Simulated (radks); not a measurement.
The argon ion Ar2+, configuration [Ne] 3s2 3p4. Method: Dirac Kohn-Sham, BLYP, spin-unpolarised, spherical densities, finite nucleus; open shells fill j = l - 1/2 first; Fermi nuclear charge, rms radius 3.4274 fm; computed with a radial shooting solver on a logarithmic mesh with Libxc functionals.

Spin-orbit splittings of the eigenvalues, e(l+1/2) - e(l-1/2), with zeta = 2 splitting/(2l+1) and mean radii in bohr:

| shell | occ. | splitting (eV) | zeta (eV) | <r> j=l-1/2 | <r> j=l+1/2 |
|---|---|---|---|---|---|
| 2p | 6 | ? | ? | 0.3746 | 0.3770 |
| 3p | 4 | 0.2255 | 0.1503 | 1.465 | 1.472 |

Estimate the 2p splitting.

Answer. 2.245 eV (zeta = 1.496 eV).
